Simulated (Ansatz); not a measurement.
The cluster Mg6N3, 9 atoms. Hardware: 2 threads of AMD EPYC 7R13 on a shared host and a share (18 GiB) of an NVIDIA H100 80GB HBM3.

Correlated methods freeze 9 core orbitals; core or outer-core shells of Mg are correlated, in sets that lack core-valence functions.

Problem. How many basis functions does each of these Ansatz runs have, and roughly what does it cost? B3LYP-D4/def2-TZVP, charge 0 doublet, energy, from earlier orbitals; PBE0-D4/def2-TZVP, charge 1 singlet at the geometry of the charge 0 doublet, energy; PBE-D4/def2-TZVPD, charge -1 singlet, energy, from earlier orbitals; PBE-D4/def2-TZVP, charge 0 doublet, energy, from earlier orbitals; CAM-B3LYP-D4/def2-TZVP, charge 1 triplet at the geometry of the charge 0 doublet, energy, from earlier orbitals; PBE0-D4/def2-TZVP, charge 0 doublet, energy, from earlier orbitals; PBE-D4/def2-TZVPD, charge -1 triplet at the geometry of the charge 0 doublet, energy, from earlier orbitals; CAM-B3LYP-D4/def2-TZVPD, charge -1 triplet at the geometry of the charge 0 doublet, energy, from earlier orbitals; r2SCAN-D4/def2-SVPD, charge -1 singlet, relaxation, 11 steps; PBE0-D4/def2-TZVPD, charge -1 singlet at the geometry of the charge 0 doublet, energy; RPA@PBE/def2-TZVP, charge 0 doublet, energy, from earlier orbitals; PBE0-D4/def2-TZVPD, charge 0 doublet, energy, from earlier orbitals.

Solution. Other jobs shared the machine, so times can vary by a factor of up to 3.

```
                                                                                                              run  functions  fitting or Cholesky vectors  wall time  peak host memory (GiB)
                                               PBE0-D4/def2-TZVP, charge 0 doublet, energy, from earlier orbitals        285                         2193       13 s                       1
                                              B3LYP-D4/def2-TZVP, charge 0 doublet, energy, from earlier orbitals        285                         2193       13 s                    0.91
                            PBE0-D4/def2-TZVPD, charge -1 singlet at the geometry of the charge 0 doublet, energy        321                         2385       14 s                    0.89
                                              PBE-D4/def2-TZVPD, charge -1 singlet, energy, from earlier orbitals        321                         2385       15 s                    0.87
                              PBE0-D4/def2-TZVP, charge 1 singlet at the geometry of the charge 0 doublet, energy        285                         2193       15 s                    0.87
                                              PBE0-D4/def2-TZVPD, charge 0 doublet, energy, from earlier orbitals        321                         2385       15 s                       1
                                                PBE-D4/def2-TZVP, charge 0 doublet, energy, from earlier orbitals        285                         2193       16 s                    0.93
                                               RPA@PBE/def2-TZVP, charge 0 doublet, energy, from earlier orbitals        285                         2253       19 s                     1.5
  CAM-B3LYP-D4/def2-TZVP, charge 1 triplet at the geometry of the charge 0 doublet, energy, from earlier orbitals        285                         2193       21 s                    0.92
CAM-B3LYP-D4/def2-TZVPD, charge -1 triplet at the geometry of the charge 0 doublet, energy, from earlier orbitals        321                         2385       22 s                     1.1
                                                     r2SCAN-D4/def2-SVPD, charge -1 singlet, relaxation, 11 steps        186                         1773       29 s                    0.84
      PBE-D4/def2-TZVPD, charge -1 triplet at the geometry of the charge 0 doublet, energy, from earlier orbitals        321                         2385       40 s                    0.96
```
